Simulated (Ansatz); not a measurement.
Reaction (SMILES): CB(C)C [trimethylborane] -> [CH2]B(C)C + H atom (the C-H bond at the site shown breaks; other sites are not compared here)
Each molecule is optimised on its own at B3LYP-D3(BJ)/def2-TZVP (Ansatz, a quantum-chemistry and plane-wave program), one conformer each, not searched for the lowest. Frequencies are from Ansatz.

Quantity: bond dissociation energy (enthalpy at 298 K, with B3LYP-D3(BJ) rigid-rotor harmonic-oscillator terms), in kcal/mol. Valence correlation only, unless marked. UHF or UKS for open shells. Spin-orbit coupling is left out. Non-relativistic. Basis-set limits of correlation are two-point, X^-3; Hartree-Fock from the larger set. [CCSD(T)-MP2]/basis is that difference in the basis named.

Level to compare with: RI-MP2/CBS(cc-pVTZ,cc-pVQZ)+[CCSD(T)-MP2]/cc-pVTZ (Ansatz), 96.5 kcal/mol. It is a level with limits of its own, and the differences hold the functionals' basis error too.

Question: Rank these functionals by how close they come to RI-MP2/CBS(cc-pVTZ,cc-pVQZ)+[CCSD(T)-MP2]/cc-pVTZ, closest first: wB97M-V/def2-TZVPD (Ansatz); revPBE/def2-TZVPD (Ansatz); r2SCANh/def2-TZVPD (Ansatz); B3LYP/def2-TZVPD (Ansatz).

Answer: wB97M-V/def2-TZVPD (range-separated hybrid meta-GGA with VV10, 95.5 kcal/mol, difference -1.0), B3LYP/def2-TZVPD (global hybrid, 93.4 kcal/mol, difference -3.1), r2SCANh/def2-TZVPD (hybrid meta-GGA, 91.6 kcal/mol, difference -4.9), revPBE/def2-TZVPD (GGA, 90.5 kcal/mol, difference -6.0)
